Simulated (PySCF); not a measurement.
**Question.** Give a PBE0-D3(BJ)/def2-SVP geometry of Ta(NEt)F3 (`CC[N]=[Ta]([F])([F])[F]`). (Singlet state.)

**Answer.** 
```xyz
12
C2H5F3NTa angstrom
Ta     0.1246    0.0456   -2.1836
N      0.4516   -0.0012   -0.4632
C      0.6512   -0.0311    0.9454
C     -0.6645   -0.0504    1.7097
H      1.2544   -0.9194    1.2069
H      1.2502    0.8482    1.2449
H     -0.4849   -0.0768    2.7949
H     -1.2594    0.8461    1.4787
H     -1.2592   -0.9344    1.4347
F      1.8037    0.0721   -3.0465
F     -0.8664    1.6199   -2.4987
F     -0.8858   -1.5013   -2.5722
```

Any rigid rotation of these coordinates is as good. Atoms count from 1 in this order. All 3 F–Ta bonds measure 1.887 to 1.888 Å. Ta1 (tantalum bonded to 3 F and N) is distorted tetrahedral (angles from 106.3° to 113.2°).

Bonds between heavy atoms (Å): Ta1–N2 1.752, Ta1–F10 1.888, Ta1–F11 1.887, Ta1–F12 1.888, N2–C3 1.423, C3–C4 1.522.

Computed, not measured: PySCF, PBE0-D3(BJ)/def2-SVP geometry optimisation, gas phase, def2 core potentials past Kr.

Point group: Cs (every atom within 0.08 Å of its image). PBE0-D3(BJ)/def2-SVP frequencies: not computed here.
